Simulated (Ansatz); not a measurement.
`C[CH]1C[NH][GaH]1` → 3 C• + Ga• + 8 H• + N•  (atomization)

Calculated with Ansatz (gas phase, PBE0-D4/def2-TZVP geometries, no zero-point term in ΔE). CBS: MP2 limit from def2 TZ/QZ plus the TZ coupled-cluster correction, frozen cores. This one scheme is used for every species, atoms too. DFT in def2-TZVPP. B3LYP here is the variant with VWN-RPA as its local correlation; programs differ in this. Open shells (•) are unrestricted, without spin–orbit coupling. Spin–orbit coupling would lower the free atoms: a little for C; clearly for Ga. Bonds to Ga are less sure, by a few kJ/mol each and by 10 to 20 or more in all where they break to atoms, as the def2 sets lack core-valence functions. Scalar relativity is left out up to krypton.

Question: What is ΔE at CCSD(T)/CBS? (Best estimate.)

Answer: The calculation gave: +1130.5 kcal/mol.

Question: What do these levels give: PBE-D4, PBE, r2SCAN, PBE0, B3LYP, HF/def2-TZVPP, SCS-MP2/def2-TZVPP, CCSD/def2-TZVPP, CCSD(T)/def2-TZVPP, SCS-MP2/def2-QZVPP, HF/CBS(def2), MP2/CBS(def2)? (An estimate is asked.)

Answer: Ansatz gave: PBE-D4 1153.2, PBE 1146.5, r2SCAN 1129.1, PBE0 1129.7, B3LYP 1116.1, HF/def2-TZVPP 809.1, SCS-MP2/def2-TZVPP 1114.6, CCSD/def2-TZVPP 1086.8, CCSD(T)/def2-TZVPP 1104.0, SCS-MP2/def2-QZVPP 1132.6, HF/CBS(def2) 810.5, MP2/CBS(def2) 1145.0 kcal/mol.

Largest T1 diagnostic among the species: 0.014.

From PBE to PBE0 (25 % exact exchange), in def2-TZVPP and without D4, ΔE moves by −16.7 kcal/mol: exact exchange takes away binding that semilocal exchange gives to molecules. The D4 term adds +10.9 kcal/mol with B3LYP and +5.7 kcal/mol with PBE0; it sums over pairs of atoms, weighted by their polarisabilities, and B3LYP, whose exchange is more repulsive, gets the larger term.

For atomizations the MP2-based limit and the directly extrapolated one differ by several kJ/mol either way, and by 10 to 25 for some Ge, Se and Sn compounds, so smaller differences from it don't rank the levels.
